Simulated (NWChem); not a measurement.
# C$_{2}$H$_{7}$NOSi; SMILES C/C=N/[SiH2]O

```xyz
12

C     -0.4054    -2.8039     0.0000
C      0.3431    -1.5031     0.0000
N     -0.2354    -0.3655     0.0000
Si     0.4811     1.2444     0.0000
O     -0.8058     2.3183     0.0000
H     -0.1230    -3.4100    -0.8881
H     -1.4970    -2.6245     0.0000
H     -0.1230    -3.4100     0.8881
H      1.4619    -1.6216     0.0000
H      1.3271     1.4554     1.2279
H      1.3271     1.4554    -1.2279
H     -1.6496     1.8301     0.0000
```
Atoms are numbered in this order, from 1.

Results from NWChem. Coordinates come from a PBE-D3(BJ)/def2-SVP optimisation. No frequency run checked for a minimum. Level: PBE/def2-SVP with SMD (1 M gas to 1 M solution), gas-phase geometry. Reactions with the solvent are ignored.

For solvent 1-octanol:

| Property | Result |
|---|---|
| cavity-dispersion-structure term (kcal/mol) | 0.9 |
| dipole in solution (D) | 3.59 |

**Question.** What are these values for solvent chloroform?

**Answer.** The cavity-dispersion-structure term (kcal/mol) comes out as -0.7. The dipole in solution (D) is 3.39.
